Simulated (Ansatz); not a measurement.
Relaxation of Cl₂FGeH₅Si (10 atoms, charge 0, multiplicity 1), to a largest force component of 0.03 eV/Å in at most 50 steps.

The calculation used RHF/def2-SVP in Ansatz 0.2.0.

```xyz
10
Properties=species:S:1:pos:R:3
Ge -0.137 0.333 -0.140
F -0.435 0.472 1.522
Cl 1.939 0.649 -0.504
H -0.929 1.439 -0.805
Cl -0.853 -1.533 -0.879
Si 1.510 -2.457 1.295
H 0.574 -3.606 1.287
H 2.124 -2.310 -0.040
H 2.587 -2.717 2.285
H 0.807 -1.246 1.714
```

Question: Where does it end, and by what steps?

Answer: It converged. The force dipped under the threshold on the way, but the program's further checks kept it going. After 9 steps the energy has fallen by 0.465 eV; H9 moved furthest, 0.77 Å.

```
step  energy less start (eV)  largest force component (eV/Å)  accepted
   0                  0.0000                           0.825       yes
   1                 -0.2915                           0.220       yes
   2                 -0.4033                           0.221       yes
   3                 -0.4250                           0.288       yes
   4                 -0.4593                           0.302       yes
   5                 -0.4636                           0.043       yes
   6                 -0.4641                           0.010       yes
   7                 -0.4645                           0.041       yes
   8                 -0.4647                           0.042       yes
   9                 -0.4650                           0.023       yes
```

```xyz
10
Properties=species:S:1:pos:R:3
Ge -0.466 0.879 -0.439
F -0.788 1.053 1.228
Cl 1.626 1.153 -0.695
H -1.268 1.900 -1.213
Cl -1.004 -1.114 -0.964
Si 1.816 -2.968 1.563
H 0.783 -4.028 1.482
H 2.395 -2.738 0.219
H 2.888 -3.397 2.493
H 1.204 -1.714 2.062
```

Whether the end is a true minimum wasn't checked by a vibrational analysis.

The run took 30 s on 2 threads of Arm Neoverse V1, with other jobs on the host, peak memory 0.33 GiB.
